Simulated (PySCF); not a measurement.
Molecule: SMILES FC(/C(C=C)=C\C)=O, C6H7FO.

Cartesian coordinates in Å; atom numbers follow the order of the lines, from 1:
```xyz
15

C    -1.169    2.192   -0.882
C    -0.306    1.198   -1.049
C     0.014    0.170   -0.059
C     0.530   -1.014   -0.444
C     0.893   -2.166    0.412
C    -0.207    0.441    1.366
O    -0.460   -0.307    2.250
F    -0.039    1.765    1.674
H    -1.364    2.897   -1.671
H    -1.713    2.346    0.034
H     0.191    1.073   -2.002
H     0.704   -1.155   -1.505
H     0.960   -1.897    1.462
H     0.126   -2.935    0.314
H     1.834   -2.600    0.078
```

Frames of a GFN2-xTB Langevin trajectory at 400 K; GIAO PBE0/pcSseg-1 shieldings in PySCF 2.14.0 with density-fitted response routines, gas phase, non-relativistic; equivalent atoms averaged within each frame.

δ = σ(ref) − σ, references computed at the same level: TMS for $^{13}$C (186.93 ppm), $^{1}$H (31.72 ppm); H2O for $^{17}$O (336.08 ppm); CFCl3 for $^{19}$F (170.95 ppm). The references are static minima.

How do the shifts (ppm) fluctuate along the trajectory?

Answers


```csv
time (fs),C6,C4,C2,C3,C1,C5,O7,F8,H12,H11
optimised geometry,166.1,159.8,141.3,135.3,128.1,20.1,466.2,54.3,6.77,6.52
250,170.7,160.7,144.6,140.5,122.4,18.7,489.3,47.8,6.75,6.60
425,173.3,139.3,142.5,138.2,124.5,20.0,554.4,96.5,5.82,6.63
625,170.0,161.0,136.2,141.0,132.5,18.1,490.1,80.0,6.79,6.06
800,168.0,152.2,153.6,128.3,137.2,22.2,483.6,44.2,7.82,7.81
1000,170.4,141.7,138.2,147.2,130.9,29.5,466.6,77.2,5.62,6.96
mean of frames,170.5,151.0,143.0,139.0,129.5,21.7,496.8,69.1,6.56,6.81
standard deviation,1.9,10.2,6.8,6.8,6.0,4.7,33.6,22.4,0.88,0.64
```

5 frames give an uncertainty of the mean of about the standard deviation over 2.2 at best, since frames this close in time may not be independent; classical motion lacks zero-point vibration, and the reference would need the same averaging.
